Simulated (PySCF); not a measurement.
ClK, charge +1, multiplicity 2. Atoms are numbered in the order given.

```xyz
2

K      0.0000     0.0000    -1.5675
Cl     0.0000     0.0000     1.7519
```
Charge +1, spin multiplicity 2.

Geometry: B3LYP-D3(BJ)/def2-TZVPD. The spin state was assumed, not searched.

Level of theory: PBE/def2-TZVPD run with PySCF.

Mulliken values depend strongly on the basis, most of all with diffuse functions as here. ESP charges are fitted to the potential on shells at 1.4 to 2.0 van der Waals radii. Atomic charges (e):

```json
[
 {"atom": "K1", "ESP fit": "[?]", "meta-Löwdin": "0.96", "Mulliken spin": "0.00"},
 {"atom": "Cl2", "ESP fit": "[?]", "meta-Löwdin": "0.04", "Mulliken spin": "1.00"}
]
```

Problem. Complete the blanks. (Estimate from the structure and the level; the computed values follow.)

Solution. 
- K1, ESP fit: 0.92
- Cl2, ESP fit: 0.08
